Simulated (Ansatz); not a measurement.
C2H6, charge +1, doublet, geometry from GFN2-xTB (a state made from the parent by changing its charge; the spin is typed, not shown lowest); Ansatz (a first-principles code) with B97M-V/def2-TZVP.

The Ansatz input:
Ansatz 0.2 input:
```yaml
crystal:
  periodic: [false, false, false]
  atoms:
    - {symbol: C, position_ang: [-0.71874859, 0.13634016, -0.02510292]}
    - {symbol: C, position_ang: [0.71874859, -0.13634016, 0.02510292]}
    - {symbol: H, position_ang: [-1.25610398, -0.58656361, -0.67710659]}
    - {symbol: H, position_ang: [-0.97235396, 1.16105611, -0.29217710]}
    - {symbol: H, position_ang: [-1.23187435, -0.16588763, 0.91394436]}
    - {symbol: H, position_ang: [0.97235396, -1.16105611, 0.29217710]}
    - {symbol: H, position_ang: [1.25610398, 0.58656361, 0.67710659]}
    - {symbol: H, position_ang: [1.23187435, 0.16588763, -0.91394436]}
basis:
  gaussian:
    orbitals: def2-TZVP
hamiltonian:
  xc: {name: B97M-V}
total_charge: 1
magnetization: {spin_polarized: true, initial_magnetization: 1}
accuracy: high
```

Output, abridged:

```
Functional definition: B97M-V
1888 factors; integrals over basis functions are off by at most 3.2e-9 eV
mean field evaluation 1: about -2149.9012 eV, gradient 4.9e1 eV
mean field evaluation 2: about -2136.9838 eV, gradient 6.4e1 eV
mean field evaluation 4: about -2161.2560 eV, gradient 1.6e0 eV
mean field evaluation 8: about -2161.2652 eV, gradient 3.5e-2 eV
mean field evaluation 16: about -2161.2652 eV, gradient 8.4e-6 eV
mean field evaluation 32: about -2160.6495 eV, gradient 2.3e0 eV
mean field -2161.26519814 eV, -79.4250310736 hartree, gradient 5.4e-8 eV, S^2 0.751976; 4 other end points of the search recorded, 0 dependent functions left out
reference -2161.26520336 eV, -79.4250312653 hartree; 9, 8 occupied and 89, 90 virtual orbitals, 1888 factors
Total energy: -2161.26520336 eV, -79.4250312653 hartree
```
